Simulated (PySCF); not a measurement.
AlH₃Se, SMILES [AlH2][SeH]. Heavy atoms are numbered as in [AlH2:1][SeH:4]. Hydrogens are named by the atom that carries them.

Geometry optimised at r2SCAN-D4/def2-TZVP.

Level of theory: M06-2X/def2-TZVPD (PySCF).

ESP charges are fitted to the potential on shells at 1.4 to 2.0 van der Waals radii. Atomic charges (e), one atom of each kind:

```json
[
 {"atom": "Al1 (AlH2)", "ESP fit": "0.59", "IAO": "?"},
 {"atom": "H on Al1", "ESP fit": "-0.18", "IAO": "?"},
 {"atom": "Se4 (SeH)", "ESP fit": "-0.31", "IAO": "?"},
 {"atom": "H on Se4", "ESP fit": "0.11", "IAO": "?"}
]
```

**Question.** Complete the blanks. (The exact figures need the calculation; the answer reports its results.)

**Answer.** 
- Al1 (AlH2), IAO: 0.61
- H on Al1, IAO: -0.20
- Se4 (SeH), IAO: -0.27
- H on Se4, IAO: 0.06
